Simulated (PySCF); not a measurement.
Computed IR spectrum (relative IR intensity) of a molecule C₄H₅NSi. Coordinates come from a B3LYP-D3(BJ)/def2-SVP optimisation. Other conformers were not sampled. Method: B3LYP-D3(BJ)/def2-SVP (PySCF). Frequencies are harmonic and unscaled.

Lines under 2 % of the strongest are left out, and lines within 2 cm⁻¹ are merged.

ν (cm⁻¹): 135 (w), 193 (w), 334 (w), 397 (m), 407 (w), 430 (s), 588 (m), 656 (s), 738 (w), 740 (m), 743 (m), 751 (w), 846 (vs), 870 (m), 919 (s), 1542 (m), 2145 (m), 2156 (m), 2255 (s), 3455 (m), 3561 (w), 3654 (w) (against the strongest line: vs over 80 %, s over 45 %, m over 15 %, w over 4 %, vw less)

Which molecule gave these data?
A. C#C[SiH](N)C#C
B. N#CCC#C[SiH3]
C. C#C[SiH2]CC#N
D. C=C=C([SiH3])C#N

A, C#C[SiH](N)C#C
